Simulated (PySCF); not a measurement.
Molecule: `C[C@@H]1CC[CH2][Al]1[Cl]`, C$_{5}$H$_{10}$AlCl.

Bonds (- single, = double, # triple, : aromatic): C1-C2, C2-C3, C3-C4, C4-C5, C5-Al6, Al6-Cl7, Al6-C2. C1 carries H8, H9, H10; C2 carries H11; C3 carries H12, H13; C4 carries H14, H15; C5 carries H16, H17. Stereochemistry as in C[C@@H]1CC[CH2][Al]1[Cl]. H13, H15, H17 are cis to C1 on the ring; H12, H14, H16 are trans to C1 on the ring.

Frames of a GFN2-xTB Langevin trajectory at 600 K; GIAO PBE0/pcSseg-1 shieldings in PySCF 2.14.0 with density-fitted response routines, gas phase, non-relativistic; equivalent atoms averaged within each frame.

References, each an isolated molecule treated in the same way: TMS for ¹³C (186.93 ppm), ¹H (31.72 ppm); ²⁷Al (489.97 ppm) vs AlH4-; HCl for ³⁵Cl (949.78 ppm). The references are static minima.

Q: How do the shifts (ppm) fluctuate along the trajectory?

A: 
```csv
time (fs),C3,C4,C2,C1,C5,Al6,Cl7,H14,H15,H12
optimised geometry,42.3,30.0,25.9,19.0,13.3,183.3,48,1.01,2.34,2.29
250,41.0,38.9,18.8,18.1,6.3,180.1,48,2.16,2.10,1.27
425,55.5,33.5,35.2,22.0,11.2,183.2,61,1.63,4.34,3.81
625,47.3,36.5,18.8,19.7,5.3,145.6,33,2.79,2.54,3.82
800,27.9,42.0,47.9,21.1,11.2,164.2,84,1.67,4.32,1.75
1000,34.8,24.8,18.2,17.6,22.4,189.6,31,-1.37,3.17,4.70
mean of frames,41.3,35.1,27.8,19.7,11.3,172.6,51,1.38,3.30,3.07
standard deviation,10.7,6.6,13.3,1.9,6.8,17.7,22,1.60,1.02,1.48
```

5 frames give an uncertainty of the mean of about the standard deviation over 2.2 at best, since frames this close in time may not be independent; classical motion lacks zero-point vibration, and the reference would need the same averaging.
